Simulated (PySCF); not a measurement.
# Working out the ionisation energy of Rh

Rh [Kr] 4d8 5s1 (4F) → Rh⁺ [Kr] 4d8 (3F). Computed with PySCF 2.14 in def2-TZVPPD with the def2 core potential (28 electrons) (6s4p3d2f1g, 56 functions), with a scalar-relativistic core potential. Frozen: 4s2 4p6. Energies in hartree (1 hartree = 27.21139 eV):

| part | Rh (lower) | Rh⁺ (upper) |
| --- | --- | --- |
| UHF | -109.745327 | -109.513499 |
| CCSD correlation | -0.237075 | -0.208528 |
| (T) | -0.008610 | -0.006317 |

Question: What does Hartree-Fock give?

Answer: (-109.513499) − (-109.745327) = 0.231828 hartree = 6.308 eV.

Question: What do CCSD and CCSD(T) give?

Answer: The CCSD correlation energies differ by 0.028547 hartree = 0.777 eV and the triples by 0.002293 hartree = 0.062 eV, so CCSD gives 7.085 eV and CCSD(T) 7.147 eV.

Measured between the centres of the two terms (NIST): 7.479 eV, so CCSD(T) (valence) is off by -0.332 eV.

What remains against the reference includes basis incompleteness, the frozen core and higher excitations.
